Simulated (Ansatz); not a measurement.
C2H5NSi, SMILES `C=C[Si]N` (lower singlet) (charge 0, multiplicity 1). This singlet lies 1.79 eV below the relaxed triplet at the level B3LYP/cc-pVTZ // PBE0-D3(BJ)/def2-TZVP (Ansatz, a first-principles code).

Cartesian coordinates (Å):
SMILES: C=C[Si]N
```xyz
9

C      1.8626     0.3395     0.1659
C      0.6517    -0.0433    -0.2448
Si    -0.8492     0.5126     0.7470
N     -2.0626    -0.2311    -0.2019
H      2.7808     0.0647    -0.3474
H      1.9817     0.9581     1.0536
H      0.5888    -0.6636    -1.1416
H     -1.9136    -0.7852    -1.0327
H     -3.0402    -0.1518     0.0285
```
Charge 0, spin multiplicity 1.

Frozen-core energies in 6-31g from Ansatz at a geometry from PBE0-D3(BJ)/def2-TZVP; the HF reference has <S^2> = 0.00 (restricted, and unstable towards unrestricted orbitals) and the T1 diagnostic is 0.017.

```csv
level,energy (Ha),difference from CCSDT(Q) (mHa)
HF,-421.90816,382.51
MP2,-422.23986,50.81
CCSD,-422.27821,12.47
CCSD(T),-422.28892,1.76
CCSDT,-422.28963,1.05
CCSDT(Q),-422.29068,0.00
```
